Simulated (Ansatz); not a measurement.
Ideal-gas functions of GaH4ISSi (`S[SiH2][GaH][I]`) at 600 K and 1 bar, from an Ansatz frequency run at PBE0-D4/def2-TZVP.

Molar mass 260.81 g/mol, point group C1 (symmetry number 1), electronic degeneracy 1, moments of inertia 257.072, 701.857, 932.597 u Å². Harmonic wavenumbers (cm⁻¹, unscaled): 23, 61, 128, 219, 233, 329, 369, 458, 522, 579, 625, 733, 842, 934, 1981, 2194, 2227, 2661.

Use S(trans) = R[1.5 ln M + 2.5 ln T − 1.1517]; rotational temperatures θ = 24.2544 K / I; S(rot) = R[ln(√π/σ · √(T³/θAθBθC)) + 1.5]; for each mode x = 1.438777 ν̃/T, S = R[x/(eˣ − 1) − ln(1 − e⁻ˣ)] and H = RT x/(eˣ − 1); 1 cm⁻¹ = 0.0119627 kJ/mol; R = 8.31446 J/(mol·K).

**Question.** By hand: the entropy, in J/(mol·K).

**Answer.** Translation 192.8. Rotation: θ = 0.0943, 0.0346, 0.026 K, giving 136.0. Vibration, mode by mode: 32.41, 24.30, 18.17, 13.76, 13.26, 10.50, 9.60, 7.94, 6.97, 6.22, 5.69, 4.62, 3.75, 3.16, 0.42, 0.27, 0.25, 0.10, in all 161.4. Electronic 0.0. Sum 490.2 J/(mol·K).

**Question.** By hand: H − E and G − E in kJ/mol, counted from the electronic energy.

**Answer.** Zero-point energy ½ × 15118 × 0.0119627 = 90.4; thermal vibration 42.6; translation, rotation and pV give 4 RT = 20.0. H − E = 153.0 kJ/mol, and G − E = 153.0 − 600 × 490.2/1000 = -141.1 kJ/mol.

Vibration gives 33 % of the entropy, 74.9 J/(mol·K) of it from the modes under 150 cm⁻¹: soft modes count most, and the harmonic formula is weakest for them. The sum counts one conformer and one mirror image; others add a mixing term.
